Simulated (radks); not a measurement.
The numbers below are computed, except where a source is named.
Neutral fluorine, 9 electrons, occupied as [He] 2s2 2p5. Code: a radial shooting solver on a logarithmic mesh with Libxc functionals. Model: Dirac Kohn-Sham, BLYP, spin-unpolarised, spherical densities, finite nucleus; open shells fill j = l - 1/2 first; Fermi nuclear charge, rms radius 2.8976 fm.

Normalised radial functions P(r) = r R(r) (large component), r in bohr:

r,1s1/2,2p3/2
0.01445,0.6596,0.0042
0.01974,0.8587,0.0077
0.02719,1.1052,0.0140
0.03744,1.3874,0.0254
0.05115,1.6758,0.0447
0.07044,1.9431,0.0781
0.09701,2.1158,0.1325
0.1325,2.1186,0.2141
0.1825,1.8948,0.3340
0.2493,1.4655,0.4855
0.3434,0.9181,0.6602
0.4729,0.4363,0.8172
0.646,0.1478,0.9007
0.8896,0.0297,0.8706
1.225,0.0031,0.7254
1.674,0.0001,0.5204
2.305,0.0000,0.3093
3.149,0.0000,0.1501
4.336,0.0000,0.0527

1s1/2: eigenvalue -664.19 eV, 0 radial nodes, <r> = 0.176 bohr, 90 % of the charge inside 0.316 bohr. 2p3/2: eigenvalue -11.095 eV, 0 radial nodes, <r> = 1.11 bohr, 90 % of the charge inside 1.96 bohr.
